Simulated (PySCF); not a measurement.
A side-by-side comparison of computed properties.

First species: C8H7FP2.
SMILES: `C#CP(P)c1ccc(F)cc1`

Second species: alpha-methylstyrene, C9H10.
Atom-mapped SMILES: `[CH2:1]=[C:2]([CH3:3])[c:4]1[cH:5][cH:6][cH:7][cH:8][cH:9]1` (hydrogens: H10, H11 on C1; H12, H13, H14 on C3; H15 on C5; H16 on C6; H17 on C7; H18 on C8; H19 on C9)

Levels: PBE0/pcSseg-1 for dipole moment, HOMO energy, LUMO energy and HOMO–LUMO gap; GFN2-xTB for rotational constant A and rotational constant C. Geometries: GFN2-xTB. Each structure is a single optimised conformer of the isolated species, non-relativistic unless stated. Electronic properties by PySCF.

Dipoles, sizes and rotational constants follow the conformer. The torsions of the flexible species, by atom-mapped SMILES:
- `[CH:1]#[C:2][P:3]([PH2:4])[c:5]1[cH:6][cH:7][c:8]([F:9])[cH:10][cH:11]1`: C2–P3–C5–C6 -44°, H–P4–P3–C2 68°, H–P4–P3–C2 160°
- `[CH2:1]=[C:2]([CH3:3])[c:4]1[cH:5][cH:6][cH:7][cH:8][cH:9]1`: C1–C2–C4–C5 -144°

Task: Which has the higher rotational constant C?

Result: The second: 0.955 GHz against 0.401 GHz, a difference of 0.554 GHz.

Task: Which of the two has the higher HOMO–LUMO gap, and by how much?

Result: The second: 5.92 eV against 5.61 eV, a difference of 0.31 eV.

Task: Which has the higher dipole moment?

Result: The first: 1.23 D against 0.35 D, a difference of 0.88 D.

Task: Which has the higher HOMO energy?

Result: The first: -6.54 eV against -6.64 eV, a difference of 0.10 eV.

Task: Which of the two has the higher rotational constant A, and by how much?

Result: The second: 3.622 GHz against 1.608 GHz, a difference of 2.014 GHz.

Task: Which of the two has the higher LUMO energy, and by how much?

Result: The second: -0.72 eV against -0.93 eV, a difference of 0.21 eV.

On the first: In atomic units the dipole is 0.48 e·bohr (1 au = 2.5417 D).

On the second: In atomic units the dipole is 0.14 e·bohr (1 au = 2.5417 D).
